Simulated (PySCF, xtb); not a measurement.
Mo(NH)(S)(Cl)(SH) (ClH2MoNS2), SMILES [NH]=[Mo](=[S])([SH])[Cl], multiplicity 1. Other conformers were not sampled.

Harmonic wavenumbers (cm⁻¹) from GFN2-xTB in xtb at its own minimum, in rising order: 98, 122, 131, 150, 182, 250, 312, 345, 506, 530, 573, 666, 995, 2313, 3421.

**Question.** What does PySCF with PBE0-D3(BJ)/def2-SVP give at its own minimum? (An estimate is asked for; the answer gives what the named calculation found.)

**Answer.** 115, 144, 150, 197, 244, 343, 396, 420, 532, 583, 627, 684, 1039, 2689, 3604. Paired by order, the mean absolute difference is 78 cm⁻¹ and the zero-point energies are 15.1 and 16.8 kcal/mol.
